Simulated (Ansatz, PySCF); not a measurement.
Pulling on the Si1–H2 bond in H2OSi (SMILES O[SiH]) (multiplicity 1 held, fragments rigid). Energies count from the point at 1.545 Å.
Geometry at that point (charge 0, multiplicity 1):
| atom | x (Å) | y (Å) | z (Å) |
|---|---|---|---|
| Si | -0.3778 | -0.3348 | 0.3944 |
| H | -1.5370 | -0.1684 | -0.6141 |
| O | 0.7828 | 0.4964 | -0.4505 |
| H | 0.5644 | 0.8847 | -1.3039 |

R- and RO- levels are restricted; in cc, def2 and unpolarised 6-31G sets they are followed outwards from rest. Unrestricted levels (U-) break spin symmetry where that is lower. Active spaces are followed from a long bond inwards. Levels need not reach the same state.

Correlated levels freeze the cores. Rows in 6-31G* carry no dispersion term and start afresh at each structure (6-31G* with six Cartesian d functions).

Programs: Ansatz (an electronic-structure program) with Gaussian orbitals; PySCF for 6-31G* rows. 

Energies in kJ/mol.

```
R (Å)  U-B3LYP/6-31G*  R-B3LYP/cc-pV(T+d)Z  U-B3LYP/cc-pV(T+d)Z  U-CCSD/cc-pV(T+d)Z  FIC-MRCISD+Q on CASSCF(2,2)/cc-pV(T+d)Z
-----  --------------  -------------------  -------------------  ------------------  ---------------------------------------
1.236             109                  100                  100                  98                                       99
1.391              22                   19                   19                  18                                       18
1.545               0                    0                    0                   0                                        0
1.700              11                   12                   12                  14                                       13
1.855              37                   39                   39                  43                                       42
2.086              88                   90                   90                  98                                       95
2.318             141                  142                  142                 155                                      148
2.705             220                  221                  221                 238                                      221
3.091             267                  284                  268                 290                                      272
3.555             296                  342                  297                 313                                      304
4.173             312                  392                  314                 320                                      318
4.946             317                  430                  321                 322                                      322
```

Doubts at one or more of the structures used: a spin-contaminated determinant (U-B3LYP/6-31G*, U-B3LYP/cc-pV(T+d)Z, U-CCSD/cc-pV(T+d)Z); a restricted determinant that unrestricted orbitals would lower (R-B3LYP/cc-pV(T+d)Z); T1 above 0.05 (U-CCSD/cc-pV(T+d)Z).
